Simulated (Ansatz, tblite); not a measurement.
Removing and adding an electron: Cu(AsH3)(NH2) (CuAsNH₅). Total charge 0; singlet. Geometry: PBE0-D4/def2-SVP. Ansatz, gas phase; energy differences of separate SCF runs; the oxidised species was run as a doublet alone; the reduced species was run as a doublet alone.

```xyz
8

Cu   -0.3078    0.4473    0.3262
As    0.7732   -1.0340   -1.0169
H     0.0076   -1.7913   -2.0794
H     1.4806   -2.2329   -0.4249
H     1.9129   -0.5816   -1.9039
N    -1.1994    1.7087    1.2951
H    -0.6368    2.1322    2.0344
H    -2.0301    1.3517    1.7695
```

The xTB rows come from tblite.

Estimate orbital energies and vertical ionisation energies and electron affinities at: GFN1-xTB; GFN2-xTB; PBE-D4/def2-TZVP; PBE-D4/def2-TZVPD; r2SCAN-D4/def2-TZVP; r2SCAN-D4/def2-TZVPD; PBE0-D4/def2-TZVP; PBE0-D4/def2-TZVPD.


```tsv
level	−HOMO (eV)	vertical IE (eV)	−LUMO (eV)	vertical EA (eV)	HOMO–LUMO gap (eV)	IE − EA (eV)	remarks
GFN1-xTB	9.25	12.62	6.95	3.77	2.30	8.85	–
GFN2-xTB	8.06	12.12	5.79	2.94	2.27	9.18	–
PBE-D4/def2-TZVP	4.12	7.40	1.31	–	2.80	–	–
PBE-D4/def2-TZVPD	4.32	–	1.55	-0.39	2.77	–	HOMO above zero (-1 doublet)
r2SCAN-D4/def2-TZVP	4.27	7.26	1.13	–	3.14	–	–
r2SCAN-D4/def2-TZVPD	4.44	–	1.34	-0.51	3.10	–	HOMO above zero (-1 doublet)
PBE0-D4/def2-TZVP	5.21	7.27	0.52	–	4.69	–	–
PBE0-D4/def2-TZVPD	5.38	–	0.80	-0.52	4.58	–	HOMO above zero (-1 doublet)
```

   A HOMO above zero means that the electron is unbound at that level or that self-interaction error raises the level; the energy of removing that electron tells which. Raw xTB energy differences between charge states are shifted by several eV; the methods need an empirical correction for them. A negative affinity means that the extra electron isn't bound; its size then hangs on the basis.
